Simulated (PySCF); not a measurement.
# Excitation energy of Co²⁺ by level of theory

Co²⁺ [Ar] 3d7 (4F) → Co²⁺ [Ar] 3d6 4p1 (high-spin determinant), as a difference of total energies. Computed with PySCF 2.14 in aug-cc-pVDZ-DK, with the spin-free X2C one-electron Hamiltonian (Gaussian nucleus). Correlated levels: valence: [Ar] frozen. The calculations carry no spin-orbit coupling.

| method | excitation energy (eV) |
| --- | --- |
| UHF | 10.836 |
| LDA | 12.255 |
| PBE | 12.179 |
| PBE0 | 12.092 |
| r2SCAN | 12.082 |
| B97-3 | 12.396 |
| BP86 | 12.300 |
| MN15 | 11.930 |
| B2PLYP | 12.207 |
| MP2 (valence) | 12.167 |
| SCS-MP2 (valence) | 12.343 |

Question: How much does correlation contribute at MP2 (valence)?

Answer: 12.167 − (10.836) = 1.331 eV, measured against UHF.

A first-order spin-orbit estimate (lowest level to lowest level, LS coupling) adds 0.068 eV.

The determinant of the upper state mixes LS terms, which raises its energy above the lowest term, most at the Hartree-Fock and MP2 levels.
